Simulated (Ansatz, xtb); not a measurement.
**Two isomers of C3H6OSe**

Structure I: `CC(=O)C[SeH]`, a singlet. Structure II: `O=CCC[SeH]`, a singlet. Both are isolated molecules in the gas phase, relaxed with PBE-D3(BJ)/def2-SVP, each in the lowest conformer that the search found.

Quicker runs give these differences E(II) − E(I): GFN2-xTB +9.5 kcal/mol; HF/STO-3G +4.6 kcal/mol (at GFN2-xTB geometries); r2SCAN-D4/def2-SVP +8.4 kcal/mol (at GFN2-xTB geometries).

Question: Estimate E(II) − E(I) at the level CCSD(T)/def2-SVP + ΔMP2/def2-TZVPP.

Answer: Calculated at CCSD(T)/def2-SVP + ΔMP2/def2-TZVPP: E(II) − E(I) = +8.2 kcal/mol, so structure I lies lower.

The same difference at several levels:

| level | geometry | E(II) − E(I) (kcal/mol) | departure from the last row (kcal/mol) | job, with rough time for the two |
| --- | --- | --- | --- | --- |
| GFN2-xTB | GFN2-xTB | +9.5 | +1.3 | optimisation, 0.28 s |
| HF/STO-3G | GFN2-xTB | +4.6 | −3.6 | single point, 0.78 s |
| r2SCAN-D4/def2-SVP | GFN2-xTB | +8.4 | +0.2 | single point, 4.3 s |
| PBE-D3(BJ)/def2-SVP | PBE-D3(BJ)/def2-SVP | +9.0 | +0.8 | optimisation, 37 s |
| HF/def2-SVP | PBE-D3(BJ)/def2-SVP | +7.8 | −0.5 | part of the CCSD(T) run |
| MP2/def2-SVP | PBE-D3(BJ)/def2-SVP | +8.0 | −0.2 | part of the CCSD(T) run |
| CCSD(T)/def2-SVP | PBE-D3(BJ)/def2-SVP | +7.7 | −0.5 | single point |
| CCSD(T)/def2-SVP + ΔMP2/def2-TZVPP | PBE-D3(BJ)/def2-SVP | +8.2 |  | single point, 58 s |

As drawn, both hold the same kinds of bond in the same numbers. Structure I has 1 methyl group, II 0.

None of the levels shown reverses the order. The largest departure from CCSD(T)/def2-SVP + ΔMP2/def2-TZVPP is that of HF/STO-3G, 3.6 kcal/mol. The last row adds to CCSD(T) the change of the MP2 difference between the two basis sets, here +0.5 kcal/mol.

With thermal terms from frequencies at re-optimised GFN2-xTB minima (ideal gas, soft modes damped towards free rotors, one conformer each, 298.15 K, 1 atm): the zero-point term adds −0.1 kcal/mol; ΔH is +8.1 and ΔG +8.0 kcal/mol.

The correlated steps freeze 13 core orbitals; the filled d shell of Se is correlated, in a basis made for valence electrons. Programs: Ansatz 0.2.0, xtb 6.7.1; the last row on 2 threads of Intel(R) Xeon(R) Processor @ 2.70GHz on a shared host.
